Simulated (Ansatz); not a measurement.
Gas-phase electronic energies from Ansatz, PBE0-D4/def2-TZVP geometries. CCSD(T)/CBS is the MP2 limit (def2-TZVPP, def2-QZVPP) plus CCSD(T) − MP2 in def2-TZVPP, frozen cores. This one scheme is used for every species. Double bonds are as drawn, so ΔE can hold a change between cis and trans. DFT in def2-TZVPP. B3LYP here is the variant with VWN-RPA as its local correlation; programs differ in this.

Reaction (formal exchange of groups at a C–Si bond): `C/C(Cl)=C(\F)[SiH3]` + CH₄ → `C/C(F)=C(/C)Cl` + SiH₄

`C/C(Cl)=C(\F)[SiH3]`:

```xyz
12

C     1.891    0.949   -0.113
C     0.749    0.038    0.142
Cl    1.111   -1.408    1.023
C    -0.517    0.213   -0.231
F    -0.813    1.341   -0.921
Si   -1.958   -0.951    0.099
H     2.337    1.275    0.830
H     1.557    1.823   -0.670
H     2.668    0.436   -0.685
H    -3.157   -0.321   -0.507
H    -1.709   -2.273   -0.526
H    -2.159   -1.123    1.559
```

CH₄:

```xyz
5

C     0.000    0.000    0.000
H    -0.572   -0.852   -0.367
H     1.036   -0.299    0.158
H    -0.426    0.345    0.942
H    -0.038    0.805   -0.733
```

`C/C(F)=C(/C)Cl`:

Cartesian coordinates in Å:
```
C -1.174 0.103 -1.570
C -0.493 0.312 -0.277
F -1.020 1.343 0.418
C 0.523 -0.342 0.279
C 1.129 -0.036 1.600
Cl 1.240 -1.673 -0.567
H -1.094 1.005 -2.184
H -2.238 -0.090 -1.405
H -0.740 -0.734 -2.111
H 2.190 0.202 1.489
H 1.054 -0.900 2.265
H 0.624 0.810 2.064
```

SiH₄:

Z-matrix (Å, degrees):
```
Si
H 1 1.485
H 1 1.485 2 109.5
H 1 1.485 2 109.5 3 -120.0
H 1 1.485 2 109.5 3 120.0
```

(1) Is it downhill or uphill in electronic energy at CCSD(T)/CBS, and by how much? (An estimate is asked.)

(2) What do these levels give: PBE-D4, r2SCAN-D4, B3LYP-D4, ωB97M-V, PBE0, B3LYP, MP2/def2-TZVPP, CCSD/def2-TZVPP, CCSD(T)/def2-TZVPP, HF/CBS(def2), MP2/CBS(def2), CCSD/CBS(def2)? (An estimate is asked.)

Largest T1 diagnostic among the species: 0.012.

## Answers

(1) Ansatz gave: Uphill: ΔE = +20.1 kJ/mol.

(2) Ansatz gave: PBE-D4 21.3, r2SCAN-D4 20.9, B3LYP-D4 21.1, ωB97M-V 19.4, PBE0 15.5, B3LYP 17.1, MP2/def2-TZVPP 19.3, CCSD/def2-TZVPP 15.3, CCSD(T)/def2-TZVPP 17.3, HF/CBS(def2) 9.0, MP2/CBS(def2) 22.1, CCSD/CBS(def2) 18.0 kJ/mol.

The D4 term adds +4.0 kJ/mol with B3LYP and +2.2 kJ/mol with PBE0; it sums over pairs of atoms, weighted by their polarisabilities, and B3LYP, whose exchange is more repulsive, gets the larger term. From PBE to PBE0 (25 % exact exchange), in def2-TZVPP and without D4, ΔE moves by −3.5 kJ/mol.
